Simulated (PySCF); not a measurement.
4-chlorophenyl methyl sulfone, C7H7ClO2S.
Atom-mapped SMILES: `[CH3:1][S:2](=[O:3])(=[O:4])[c:5]1[cH:6][cH:7][c:8]([Cl:9])[cH:10][cH:11]1`

Geometry (GFN2-xTB, Å), atoms numbered from 1 in this order:
```xyz
18
C7H7ClO2S angstrom
C      2.6544    0.5741   -0.2131
S      1.7402   -0.9481    0.1766
O      2.0443   -1.3231    1.5295
O      1.9822   -1.9014   -0.8704
C      0.0259   -0.4162    0.0950
C     -0.5804    0.0747    1.2352
C     -1.8918    0.5124    1.1762
C     -2.5724    0.4467   -0.0328
Cl    -4.2042    0.9937   -0.1145
C     -1.9643   -0.0547   -1.1765
C     -0.6517   -0.4877   -1.1069
H      2.4082    1.3150    0.5361
H      3.7115    0.3402   -0.1847
H      2.3624    0.8984   -1.2033
H     -0.0222    0.0895    2.1581
H     -2.3866    0.8975    2.0535
H     -2.5159   -0.1057   -2.1019
H     -0.1484   -0.8989   -1.9677
```

Probes without a nucleus sit at each ring's centroid and 1 Å off its mean plane on both sides; NICS is minus the shielding there, NICSzz its component along the normal. Level: GIAO PBE0/pcSseg-1 (PySCF, non-relativistic, gas phase) on the GFN2-xTB geometry, one conformer.

Ring bond lengths (Å), with Mayer bond orders in brackets: C5–C6 1.382 (1.38), C6–C7 1.384 (1.43), C7–C8 1.389 (1.35), C8–C10 1.389 (1.35), C10–C11 1.384 (1.43), C11–C5 1.382 (1.38).

Task: Give the NICS values of each ring in ppm.

Result: 
```
               ring                                              type  NICS(0)  NICS(1), two faces  NICS(1)zz, two faces  rms pucker (Å)  centre to ring atoms, mean (Å)
C5–C6–C7–C8–C10–C11  6-membered carbocycle; formal bonds all aromatic     -9.6       -11.3 / -11.2         -27.1 / -26.6            0.00                            1.38
```

Task: What can be read from them?

Result: 
- C5–C6–C7–C8–C10–C11: mean NICS(1)zz -26.9 ppm, shielded. For a flat ring without four-coordinate atoms the NICS criterion counts such a value as aromatic.

Task: And the bond-length index? HOMA = 1 − mean of α(R − Ropt)² over the ring bonds, with Krygowski's 1993 parameters (CC: Ropt 1.388 Å, α 257.7 Å⁻²).

Result: 
- C5–C6–C7–C8–C10–C11: HOMA 0.99 = 1 − EN − GEO, with mean bond length 1.385 Å, EN = α(Ropt − mean)² = 0.003 and GEO = α × variance = 0.002. The geometric and the magnetic index point the same way.

Task: What is the mean of the two in-plane components of NICS at the first NICS(1) probe listed for ring C5–C6–C7–C8–C10–C11, 1 Å off the ring?

Result: The isotropic value is a third of the trace: (3 × -11.3 − (-27.1))/2 = -3.4 ppm.

Task: Give the inner angles of the rings and the Hirshfeld charges of the ring atoms.

Result: 
- C5–C6–C7–C8–C10–C11: C5 121.4° (-0.033 e), C6 119.5° (-0.035 e), C7 119.1° (-0.049 e), C8 121.3° (+0.028 e), C10 119.1° (-0.049 e), C11 119.5° (-0.034 e); sum 720.0° against 720° for a flat convex ring.

The run took 56 s wall on one thread, Arm Neoverse V1, on a shared host. This is the whole shielding run at PBE0/pcSseg-1, SCF included.
